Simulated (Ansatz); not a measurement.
Reaction (formal exchange of groups at a C–O bond): `CC(O)[SiH3]` + `F[SiH3]` → `CC([SiH3])[SiH2]F` + H₂O

Program: Ansatz. Geometries: PBE0-D4/def2-TZVP. ΔE: electronic, gas phase. CCSD(T)/CBS adds triple-zeta CCSD(T) − MP2 to the extrapolated MP2 energy (def2 sets, frozen cores). This one scheme is used for every species. DFT in def2-TZVPP. One conformer a species, not always the lowest.

`CC(O)[SiH3]`:

Cartesian coordinates in Å:
```
C -0.902 0.596 -0.857
C -0.017 -0.478 -0.250
O -0.772 -1.446 0.470
Si 1.243 0.226 0.980
H -0.311 1.331 -1.410
H -1.620 0.157 -1.560
H -1.468 1.120 -0.082
H 0.551 -0.967 -1.058
H -1.441 -1.808 -0.118
H 0.534 0.938 2.075
H 2.119 1.193 0.263
H 2.083 -0.860 1.548
```

`F[SiH3]`:

Z-matrix (Å, degrees):
```
Si
F 1 1.600
H 1 1.482 2 108.3
H 1 1.482 2 108.3 3 -120.0
H 1 1.482 2 108.3 3 120.0
```

`CC([SiH3])[SiH2]F`:

```xyz
14

C     0.820    1.342   -0.027
C    -0.069    0.156   -0.436
Si   -1.645    0.106    0.588
Si    0.852   -1.455   -0.365
F     2.162   -1.361   -1.288
H     1.156    1.245    1.010
H     0.285    2.292   -0.109
H     1.712    1.410   -0.654
H    -0.396    0.275   -1.479
H    -1.314   -0.080    2.027
H    -2.532   -1.007    0.156
H    -2.375    1.394    0.437
H     1.315   -1.739    1.017
H     0.028   -2.578   -0.878
```

H₂O:

Z-matrix (Å, degrees):
```
O
H 1 0.960
H 1 0.960 2 105.1
```

CCSD(T)/CBS gives -26.0 kcal/mol.

(1) Another level gave -19.5 kcal/mol. Which?
A. SCS-MP2/def2-TZVPP
B. ωB97X-V/def2-TZVPP
C. HF/def2-TZVPP
D. MP2/def2-TZVPP

Largest T1 diagnostic among the species: 0.011.

## Answers

(1) C. HF/def2-TZVPP -19.5, ωB97X-V -23.2, SCS-MP2/def2-TZVPP -24.4, MP2/def2-TZVPP -26.9 kcal/mol.

From PBE to PBE0 (25 % exact exchange), in def2-TZVPP and without D4, ΔE moves by −1.0 kcal/mol. The D4 term adds −2.5 kcal/mol with B3LYP and −1.4 kcal/mol with PBE0; it sums over pairs of atoms, weighted by their polarisabilities, and B3LYP, whose exchange is more repulsive, gets the larger term.

B3LYP here is the variant with VWN-RPA as its local correlation; programs differ in this.
